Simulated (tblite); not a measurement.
Compound: C5H10BO2 (charge +1).
Numbering: `[CH3:1][C+:2]([CH3:3])/[CH:4]=[CH:5]/[B:6]([OH:7])[OH:8]` (hydrogens: H9, H10, H11 on C1; H12, H13, H14 on C3; H15 on C4; H16 on C5; H17 on O7; H18 on O8)
Bond orders are those of one Lewis drawing.

Computed with GFN2-xTB (tblite), gas phase: L-BFGS steps from a force-field or distance-geometry start until the largest atomic force falls under 0.01 eV/Å.

Step 27: E = -674.0975 eV
```
atom  x, y, z in Å  |  force x, y, z in eV/Å
C1     -1.9485   -1.6911   -0.4749   -0.022   0.015   0.001
C2     -1.2844   -0.4808   -0.0037    0.006   0.000  -0.009
C3     -2.0657    0.6660    0.4544   -0.013  -0.019   0.000
C4      0.1267   -0.4256   -0.0881    0.005   0.006   0.008
C5      0.8984    0.6299    0.2842   -0.010   0.026  -0.058
B6      2.4412    0.7573   -0.1175    0.020  -0.014   0.010
O7      2.9727   -0.3093   -0.7303    0.030  -0.022  -0.012
O8      3.0004    1.9425    0.1384   -0.003   0.016   0.007
H9     -1.5795   -2.5714    0.0609    0.044   0.037   0.010
H10    -3.0310   -1.6518   -0.4053   -0.029   0.033   0.029
H11    -1.6622   -1.8784   -1.5150   -0.002  -0.017   0.000
H12    -1.7641    0.9533    1.4653   -0.007  -0.001  -0.006
H13    -3.1360    0.4835    0.4384   -0.006  -0.039   0.002
H14    -1.8436    1.5384   -0.1657   -0.047   0.005   0.023
H15     0.6261   -1.2806   -0.5277    0.028   0.035  -0.025
H16     0.4538    1.4737    0.7983    0.027  -0.016  -0.030
H17     3.8815   -0.2820   -1.0333    0.010  -0.009   0.021
H18     3.9053    2.1327   -0.1166   -0.031  -0.035   0.029
```

Step 28: E = -674.0983 eV
```
atom  x, y, z in Å  |  force x, y, z in eV/Å
C1     -1.9498   -1.6903   -0.4744   -0.008   0.006  -0.005
C2     -1.2848   -0.4809   -0.0054    0.019   0.012   0.011
C3     -2.0662    0.6639    0.4544   -0.023   0.009   0.009
C4      0.1260   -0.4253   -0.0894    0.027   0.011   0.002
C5      0.8988    0.6290    0.2843   -0.015   0.053  -0.063
B6      2.4423    0.7565   -0.1166    0.004  -0.016   0.018
O7      2.9742   -0.3100   -0.7290    0.036  -0.022  -0.018
O8      3.0006    1.9420    0.1399    0.007   0.014  -0.001
H9     -1.5776   -2.5692    0.0606    0.032   0.021   0.023
H10    -3.0320   -1.6496   -0.4031   -0.029   0.019   0.025
H11    -1.6622   -1.8789   -1.5133   -0.012  -0.019  -0.024
H12    -1.7649    0.9534    1.4642    0.000  -0.008   0.013
H13    -3.1359    0.4811    0.4385   -0.027  -0.045   0.006
H14    -1.8465    1.5374   -0.1638   -0.037   0.021   0.000
H15     0.6264   -1.2788   -0.5305    0.025   0.024  -0.022
H16     0.4549    1.4761    0.7949    0.029  -0.037  -0.030
H17     3.8827   -0.2819   -1.0333    0.007  -0.010   0.024
H18     3.9053    2.1319   -0.1163   -0.036  -0.033   0.034
```

Step 29: E = -674.0995 eV
```
atom  x, y, z in Å  |  force x, y, z in eV/Å
C1     -1.9518   -1.6893   -0.4737    0.013  -0.002  -0.009
C2     -1.2852   -0.4810   -0.0073    0.027   0.030   0.029
C3     -2.0676    0.6611    0.4547   -0.033   0.042   0.018
C4      0.1256   -0.4248   -0.0913    0.042   0.021  -0.018
C5      0.8991    0.6290    0.2816   -0.015   0.069  -0.054
B6      2.4437    0.7554   -0.1159   -0.017  -0.021   0.017
O7      2.9774   -0.3107   -0.7275    0.043  -0.012  -0.019
O8      3.0008    1.9414    0.1419    0.028   0.002  -0.015
H9     -1.5748   -2.5659    0.0613    0.012   0.004   0.031
H10    -3.0339   -1.6464   -0.3995   -0.016   0.000   0.017
H11    -1.6631   -1.8796   -1.5117   -0.026  -0.023  -0.041
H12    -1.7672    0.9532    1.4635    0.012  -0.015   0.032
H13    -3.1365    0.4770    0.4394   -0.047  -0.056   0.009
H14    -1.8527    1.5364   -0.1615   -0.021   0.036  -0.023
H15     0.6278   -1.2755   -0.5356    0.015   0.009  -0.014
H16     0.4573    1.4788    0.7900    0.023  -0.048  -0.028
H17     3.8862   -0.2800   -1.0312    0.001  -0.016   0.026
H18     3.9062    2.1273   -0.1156   -0.042  -0.021   0.043
```

Step 30: E = -674.1009 eV
```
atom  x, y, z in Å  |  force x, y, z in eV/Å
C1     -1.9537   -1.6883   -0.4731    0.033   0.000  -0.006
C2     -1.2849   -0.4807   -0.0090    0.021   0.044   0.035
C3     -2.0699    0.6584    0.4556   -0.037   0.059   0.022
C4      0.1259   -0.4240   -0.0942    0.035   0.031  -0.047
C5      0.8996    0.6303    0.2763   -0.006   0.060  -0.036
B6      2.4453    0.7541   -0.1151   -0.031  -0.019   0.003
O7      2.9820   -0.3114   -0.7258    0.037   0.000  -0.014
O8      3.0012    1.9406    0.1441    0.032  -0.018  -0.023
H9     -1.5716   -2.5619    0.0634   -0.010  -0.008   0.027
H10    -3.0359   -1.6429   -0.3948    0.011  -0.020   0.008
H11    -1.6656   -1.8807   -1.5110   -0.040  -0.025  -0.040
H12    -1.7709    0.9525    1.4639    0.024  -0.018   0.040
H13    -3.1382    0.4715    0.4413   -0.052  -0.065   0.011
H14    -1.8617    1.5359   -0.1595   -0.003   0.041  -0.033
H15     0.6303   -1.2713   -0.5428   -0.002  -0.004  -0.001
H16     0.4608    1.4815    0.7836    0.003  -0.038  -0.018
H17     3.8914   -0.2766   -1.0271    0.006  -0.024   0.025
H18     3.9074    2.1194   -0.1142   -0.022   0.003   0.047
```

Problem. Estimate the geometry and energy of step 31. (The exact step hangs on the optimiser's Hessian estimate; all steps are aligned on step 30, rigid shifts and turns removed.)

Solution. E = -674.1020 eV, largest force 0.078 eV/Å
```
atom  x, y, z in Å  |  force x, y, z in eV/Å
C1     -1.9546   -1.6876   -0.4727    0.041   0.008   0.002
C2     -1.2844   -0.4797   -0.0097    0.005   0.048   0.020
C3     -2.0728    0.6572    0.4568   -0.030   0.051   0.019
C4      0.1269   -0.4229   -0.0975    0.007   0.039  -0.067
C5      0.9000    0.6324    0.2701    0.003   0.031  -0.016
B6      2.4461    0.7529   -0.1151   -0.025  -0.013  -0.019
O7      2.9867   -0.3115   -0.7247    0.029   0.008  -0.006
O8      3.0018    1.9395    0.1453    0.034  -0.031  -0.025
H9     -1.5694   -2.5586    0.0664   -0.025  -0.010   0.013
H10    -3.0373   -1.6405   -0.3904    0.039  -0.033   0.001
H11    -1.6691   -1.8819   -1.5114   -0.045  -0.023  -0.018
H12    -1.7746    0.9514    1.4654    0.029  -0.015   0.032
H13    -3.1409    0.4657    0.4436   -0.035  -0.064   0.012
H14    -1.8708    1.5362   -0.1586    0.007   0.031  -0.024
H15     0.6328   -1.2675   -0.5498   -0.021  -0.008   0.011
H16     0.4642    1.4834    0.7780   -0.021  -0.013  -0.006
H17     3.8973   -0.2727   -1.0218    0.007  -0.032   0.023
H18     3.9093    2.1106   -0.1122    0.000   0.027   0.049
```

The energy changes by -0.0012 eV. The first-order estimate −F·Δx gives -0.0017 eV and the mean of the old and new forces, exact on a quadratic surface, -0.0012 eV. The step makes an angle of 72° with the force vector and moves no atom by more than 0.009 Å.

The cost below is that of the whole relaxation. Time: 1.2 s wall. Hardware: an AMD EPYC 7R43 with one thread, shared host.
